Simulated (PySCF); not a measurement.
C3H8N, doublet, geometry from GFN2-xTB; MP2/cc-pVDZ run with PySCF.

Input for PySCF:
```python
from pyscf import gto, scf, mp

mol = gto.M(
    atom='''
C     1.838378    0.507686    0.145237
N     0.470152    0.430494    0.367500
C    -0.351183   -0.324369   -0.548644
C    -1.737169   -0.545382    0.044242
H     2.310593   -0.390535   -0.207466
H     2.387025    1.144895    0.812663
H     0.054203    1.310435    0.645959
H    -0.444851    0.178866   -1.525646
H     0.142965   -1.285158   -0.716877
H    -1.658030   -1.048781    1.004448
H    -2.338236   -1.156372   -0.623640
H    -2.244886    0.405585    0.193051
''',
    basis='cc-pvdz',
    charge=0,
    spin=1,
    verbose=4,
)

mf = scf.UHF(mol)
mf.kernel()

pt = mp.MP2(mf, frozen=4)
pt.kernel()
print('E(MP2) = %.10f' % pt.e_tot)
```

It wrote (shortened):

```
PySCF version 2.14.0

[INPUT] verbose = 4
[INPUT] num. atoms = 12
[INPUT] num. electrons = 33
[INPUT] charge = 0
[INPUT] spin (= nelec alpha-beta = 2S) = 1
[INPUT] symmetry False subgroup None
[INPUT] Mole.unit = angstrom
[INPUT] Symbol           X                Y                Z      unit          X                Y                Z       unit  Magmom
[INPUT]  1 C      1.838378000000   0.507686000000   0.145237000000 AA    3.474030933426   0.959387497276   0.274458153153 Bohr   0.0
[INPUT]  2 N      0.470152000000   0.430494000000   0.367500000000 AA    0.888458516917   0.813515758269   0.694474350778 Bohr   0.0
[INPUT]  3 C     -0.351183000000  -0.324369000000  -0.548644000000 AA   -0.663639689603  -0.612968573299  -1.036786899886 Bohr   0.0
[INPUT]  4 C     -1.737169000000  -0.545382000000   0.044242000000 AA   -3.282773642085  -1.030622613268   0.083605263203 Bohr   0.0
[INPUT]  5 H      2.310593000000  -0.390535000000  -0.207466000000 AA    4.366387955337  -0.738004192057  -0.392053920159 Bohr   0.0
[INPUT]  6 H      2.387025000000   1.144895000000   0.812663000000 AA    4.510823502490   2.163537991384   1.535710501567 Bohr   0.0
[INPUT]  7 H      0.054203000000   1.310435000000   0.645959000000 AA    0.102428825130   2.476363254044   1.220685597698 Bohr   0.0
[INPUT]  8 H     -0.444851000000   0.178866000000  -1.525646000000 AA   -0.840646556239   0.338007752996  -2.883053103038 Bohr   0.0
[INPUT]  9 H      0.142965000000  -1.285158000000  -0.716877000000 AA    0.270164695398  -2.428596646794  -1.354701195000 Bohr   0.0
[INPUT] 10 H     -1.658030000000  -1.048781000000   1.004448000000 AA   -3.133222606313  -1.981908854647   1.898131626367 Bohr   0.0
[INPUT] 11 H     -2.338236000000  -1.156372000000  -0.623640000000 AA   -4.418625654599  -2.185226378116  -1.178508800324 Bohr   0.0
[INPUT] 12 H     -2.244886000000   0.405585000000   0.193051000000 AA   -4.242219720870   0.766444570232   0.364813518073 Bohr   0.0

nuclear repulsion = 126.237159592096
number of shells = 44
number of NR pGTOs = 160
number of NR cGTOs = 96
basis = cc-pvdz
ecp = {}

******** <class 'pyscf.scf.uhf.UHF'> ********
method = UHF
initial guess = minao
damping factor = 0
level_shift factor = 0
DIIS = <class 'pyscf.scf.diis.CDIIS'>
diis_start_cycle = 1
diis_space = 8
diis_damp = 0
SCF conv_tol = 1e-09
SCF conv_tol_grad = None
SCF max_cycles = 50
direct_scf = True
direct_scf_tol = 1e-13
number electrons alpha = 17  beta = 16
Set gradient conv threshold to 3.16228e-05
init E= -173.235728297139

cycle= 1 E= -172.613561665471  delta_E= 0.622  |g|= 0.254  |ddm|= 2.14
cycle= 2 E= -172.661188378639  delta_E= -0.0476  |g|= 0.0899  |ddm|= 0.314
cycle= 3 E= -172.66684540366  delta_E= -0.00566  |g|= 0.0385  |ddm|= 0.11
cycle= 4 E= -172.668378504911  delta_E= -0.00153  |g|= 0.0157  |ddm|= 0.0565
cycle= 5 E= -172.668800470946  delta_E= -0.000422  |g|= 0.00868  |ddm|= 0.0283
cycle= 6 E= -172.669022871749  delta_E= -0.000222  |g|= 0.0042  |ddm|= 0.0261
cycle= 7 E= -172.669065806974  delta_E= -4.29e-05  |g|= 0.00158  |ddm|= 0.0128
cycle= 8 E= -172.669070657372  delta_E= -4.85e-06  |g|= 0.000649  |ddm|= 0.00421
cycle= 9 E= -172.669071399221  delta_E= -7.42e-07  |g|= 0.000268  |ddm|= 0.00161
cycle= 10 E= -172.669071528857  delta_E= -1.3e-07  |g|= 0.000113  |ddm|= 0.000632
cycle= 11 E= -172.669071551634  delta_E= -2.28e-08  |g|= 4.45e-05  |ddm|= 0.000274
cycle= 12 E= -172.669071555364  delta_E= -3.73e-09  |g|= 1.47e-05  |ddm|= 0.00013
cycle= 13 E= -172.669071555718  delta_E= -3.54e-10  |g|= 7.05e-06  |ddm|= 3.77e-05
Extra cycle  E= -172.66907155578  delta_E= -6.17e-11  |g|= 4.4e-06  |ddm|= 1.19e-05
converged SCF energy = -172.66907155578  <S^2> = 0.7605939  2S+1 = 2.010566

******** <class 'pyscf.mp.ump2.UMP2'> ********
nocc = (np.int64(13), np.int64(12)), nmo = (92, 92)
frozen orbitals 4
E(UMP2) = -173.249572231734  E_corr = -0.580500675953927
E(SCS-UMP2) = -173.247768066685  E_corr = -0.578696510904966
E_corr(same-spin) = -0.136043423353553
E_corr(oppo-spin) = -0.444457252600373
E(MP2) = -173.2495722317
```
